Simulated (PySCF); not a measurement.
Te(H)(GeH3) (GeH4Te), SMILES [TeH][GeH3].

The structure is a stationary point at B3LYP-D3(BJ)/def2-TZVP. The def2 effective core potentials stand for the cores of Te; spin–orbit coupling is left out.

The numbers are results of TDDFT-PBE0/def2-SVPD (PySCF), not measurements.

Vertical excitations.  State labels are in the subgroup Cs.

### Question
Give excitation energies, oscillator strengths and character. (An estimate is asked for; the answer gives what the named calculation found.)

### Answer

| state | symmetry | energy (eV) | λ (nm) | f | main pairs |
|---|---|---|---|---|---|
| S1 | A" | 3.97 | 312 | 0.002 | HOMO→LUMO 97 % |
| S2 | A" | 4.67 | 265 | 0.023 | HOMO→LUMO+1 98 % |
| S3 | A" | 5.83 | 213 | 0.020 | HOMO→LUMO+2 93 % |
| S4 | A" | 6.05 | 205 | 0.015 | HOMO→LUMO+3 90 % |
| S5 | A' | 6.10 | 203 | 0.004 | HOMO→LUMO+4 69 %, HOMO−1→LUMO 28 % |
| S6 | A" | 6.40 | 194 | 0.000 | HOMO→LUMO+5 98 % |
| S7 | A" | 6.54 | 190 | 0.036 | HOMO→LUMO+6 97 % |
| S8 | A' | 6.61 | 188 | 0.158 | HOMO→LUMO+7 49 %, HOMO−1→LUMO 18 %, HOMO→LUMO+4 15 %, HOMO−1→LUMO+1 15 % |
| S9 | A' | 6.67 | 186 | 0.044 | HOMO−1→LUMO+1 55 %, HOMO→LUMO+7 38 % |
| S10 | A' | 7.00 | 177 | 0.348 | HOMO−1→LUMO 34 %, HOMO−1→LUMO+1 24 %, HOMO→LUMO+9 15 %, HOMO→LUMO+7 11 % |
| T1 | A" | 3.55 | 349 | 0 | HOMO→LUMO 95 % |
| T2 | A" | 4.20 | 295 | 0 | HOMO→LUMO+1 93 % |
| T3 | A' | 5.17 | 240 | 0 | HOMO−1→LUMO 94 % |
| T4 | A" | 5.54 | 224 | 0 | HOMO→LUMO+2 82 % |
Triplets are in the Tamm–Dancoff approximation, which puts them higher than full response would, so one can lie above its singlet here.
